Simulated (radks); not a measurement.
The numbers below are computed, except where a source is named.
Spherical quantum dot in the effective-mass picture: electrons in a well V = -V0 / (1 + exp((r - R)/a)) with V0 = 1.68, R = 10.4, a = 1, all in effective atomic units (hartree* = m*/eps^2 hartree, bohr* = eps/m* bohr), one dielectric constant everywhere. Level of theory: non-relativistic Kohn-Sham, PBEsol, spin-polarised, spherical densities (a radial shooting solver with Libxc functionals). Levels are named by radial order and angular momentum (1s, 1p, 1d, 2s, ...), and open shells are averaged over m. Results are scaled to m* = 0.236 and eps = 7.3, for which hartree* = 120.5 meV and bohr* = 1.637 nm.

N = 9, configuration 1s2 1p6 1d(up 1, down 0). This is the lowest configuration that the search found (a dilute case). Occupied levels:

| level | occupation | eigenvalue (meV) | <r> (nm) |
|---|---|---|---|
| 1s up | 1 | -59.669 | 10.75 |
| 1s down | 1 | -59.002 | 10.67 |
| 1p up | 3 | -56.325 | 11.20 |
| 1p down | 3 | -55.594 | 11.15 |
| 1d up | 1 | -50.569 | 11.64 |

Energy (meV): total -1117.00, kinetic 93.285, external -1718.7, Hartree 655.98, exchange-correlation -147.56.

Electron density:

| r (nm) | n(r) (e/nm^3) |
|---|---|
| 0.455 | 0.00005557 |
| 1.60 | 0.00007066 |
| 2.74 | 0.0001077 |
| 3.89 | 0.0001740 |
| 5.03 | 0.0002776 |
| 6.17 | 0.0004246 |
| 7.32 | 0.0006099 |
| 8.46 | 0.0008067 |
| 9.61 | 0.0009571 |
| 10.7 | 0.0009854 |
| 11.9 | 0.0008443 |
| 13.0 | 0.0005711 |
| 14.2 | 0.0002849 |
| 15.3 | 0.0001014 |
| 16.5 | 0.00002638 |
| 17.6 | 5.061e-06 |
| 18.8 | 7.696e-07 |
| 19.9 | 1.005e-07 |
| 21.1 | 1.213e-08 |
| 22.2 | 1.431e-09 |
